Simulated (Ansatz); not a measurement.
Geometry optimisation, RHF/def2-SVP (Ansatz).

Input file:

```yaml
crystal:
  periodic: [false, false, false]
  atoms:
    - { symbol: Ge, position_ang: [-0.54127, 0.011936, -0.318267] }
    - { symbol: Cl, position_ang: [0.161807, 0.994839, 2.889465] }
    - { symbol: F, position_ang: [0.661664, -1.105781, 0.139832] }
    - { symbol: H, position_ang: [-0.04082, 1.428664, -0.35551] }
    - { symbol: F, position_ang: [-0.916421, -0.486416, -1.916178] }
    - { symbol: "N", position_ang: [-2.014687, -0.313884, 0.775658] }
    - { symbol: H, position_ang: [-2.461815, -1.199271, 0.59853] }
    - { symbol: H, position_ang: [-2.712209, 0.411044, 0.773862] }
    - { symbol: H, position_ang: [-0.83045, 0.15277, 2.641107] }
basis:
  gaussian: { orbitals: def2-SVP }
hamiltonian:
  xc: hf
relax:
  f_tol: 0.03
  max_steps: 50
output:
  orbitals: {}
```

Launched with:

```bash
$ ansatz run input.yaml --threads 2 --pin off --max-ram 3072MiB --backend cpu --events-out ev --progress --plain --runs-dir out
```

**Question.** Where does it end, and by what steps?

**Answer.** It converged. The force dipped under the threshold on the way, but the program's further checks kept it going. After 15 steps the energy has fallen by 0.149 eV; Cl2 moved furthest, 0.81 Å.

```
step  energy less start (eV)  largest force component (eV/Å)  accepted
   0                  0.0000                           1.119       yes
   1                 -0.0785                           0.840       yes
   2                 -0.1061                           0.729       yes
   3                 -0.0797                           1.088        no
   4                 -0.1343                           0.124       yes
   5                 -0.1403                           0.060       yes
   6                 -0.1406                           0.231       yes
   7                 -0.1433                           0.196       yes
   8                 -0.1458                           0.106       yes
   9                 -0.1478                           0.045       yes
  10                 -0.1434                           0.388        no
  11                 -0.1471                           0.150        no
  12                 -0.1482                           0.022       yes
  13                 -0.1486                           0.037       yes
  14                 -0.1484                           0.064        no
  15                 -0.1489                           0.005       yes
```

```xyz
9
Properties=species:S:1:pos:R:3
Ge -0.551 -0.050 -0.521
Cl -0.243 1.009 3.587
F 0.574 -1.308 -0.271
H 0.120 1.300 -0.556
F -1.192 -0.375 -2.076
N -1.800 -0.255 0.762
H -2.118 -1.197 0.910
H -2.590 0.365 0.730
H -0.895 0.406 2.664
```

Whether the end is a true minimum wasn't checked by a vibrational analysis.

Run time: 34 s on 2 threads of Arm Neoverse V1, with other jobs on the host, peak memory 0.26 GiB.
